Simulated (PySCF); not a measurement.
# Tc³⁷⁺: ionisation energy

Tc³⁷⁺ [He] 2s2 2p2 (3P) → Tc³⁸⁺ [He] 2s2 2p1 (2P), as a difference of total energies. All numbers are calculated (PySCF 2.14, the spin-free X2C one-electron Hamiltonian (Gaussian nucleus), in an even-tempered Gaussian basis (19 s from 14 bohr⁻², ratio 2.2; 12 p from 18 bohr⁻², ratio 2.2; 6 d from 72 bohr⁻², ratio 2.4; 5 f from 110 bohr⁻², ratio 2.4; 4 g from 160 bohr⁻², ratio 2.4)). Correlated levels: nothing frozen; virtual orbitals above 40 to 60 times the deepest correlated orbital energy dropped. The calculations carry no spin-orbit coupling.

```
             method  ionisation energy (eV)
                UHF                  5304.6
                LDA                  5301.0
                PBE                  5303.4
               PBE0                  5304.0
             r2SCAN                  5306.8
             B2PLYP                  5304.7
MP2 (all electrons)                  5304.1
```

Q: Estimate what revPBE gives.

A: 5303.2 eV, closest to PBE among the rows shown.

Q: Estimate what SCS-MP2 (all electrons) gives.

A: 5303.7 eV, closest to PBE among the rows shown.

Spin-orbit coupling is strong in these open shells (close to jj coupling). The scalar numbers leave it out and a first-order estimate fails, so it can dominate the gap to the real levels.

For this ion Breit and QED terms and the two-electron picture change, all absent here, outweigh the differences among the correlated methods.

For comparison: 5361 ± 6 eV (semi-empirical (NIST evaluation); NIST Atomic Spectra Database, ionization energies).
